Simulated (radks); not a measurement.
Problem. The potassium ion K5+ is in [Ne] 3s2 3p2. All-electron calculation, scalar-relativistic Kohn-Sham, r2SCAN, spin-polarised, spherical densities, finite nucleus; meta-GGA in the generalised Kohn-Sham scheme; Fermi nuclear charge, rms radius of each element as measured or else 0.836 A^(1/3) + 0.57 fm. Program: a radial shooting solver on a logarithmic mesh with Libxc functionals. Open shells are filled with parallel spins first. One electron is removed from 3s, 2p, 2s, 3p in turn, with full relaxation. Which removal costs least, and what does each cost?

Solution. 3p 99.890 eV; 3s 112.35 eV; 2p 395.56 eV; 2s 468.20 eV. The 3p electron leaves first.
